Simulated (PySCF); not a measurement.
H3OSi, SMILES [OH+]=[SiH2], charge +1.

Geometry optimised at B3LYP-D3(BJ)/def2-TZVP. The isomer is the one that the SMILES or the coordinates give; other isomers of the formula were not compared.

These are ωB97X/def2-TZVPD (PySCF) values and carry that method's errors.

Symmetry labels are those of the subgroup Cs that the program uses (full group Cs).

Computed valence orbital energies around the gap with their symmetry:
```json
[
 {"orbital": "HOMO−7", "symmetry": "A'", "energy (eV)": "-110.44"},
 {"orbital": "HOMO−6", "symmetry": "A'", "energy (eV)": "-110.36"},
 {"orbital": "HOMO−5", "symmetry": "A'", "energy (eV)": "-38.35"},
 {"orbital": "HOMO−4", "symmetry": "A'", "energy (eV)": "-26.34"},
 {"orbital": "HOMO−3", "symmetry": "A'", "energy (eV)": "-23.01"},
 {"orbital": "HOMO−2", "symmetry": "A'", "energy (eV)": "-20.96"},
 {"orbital": "HOMO−1", "symmetry": "A\"", "energy (eV)": "-20.12"},
 {"orbital": "HOMO", "symmetry": "A'", "energy (eV)": "-19.21"},
 {"orbital": "LUMO", "symmetry": "A\"", "energy (eV)": "-6.59"},
 {"orbital": "LUMO+1", "symmetry": "A'", "energy (eV)": "-4.13"},
 {"orbital": "LUMO+2", "symmetry": "A'", "energy (eV)": "-3.50"},
 {"orbital": "LUMO+3", "symmetry": "A'", "energy (eV)": "-2.25"}
]
```
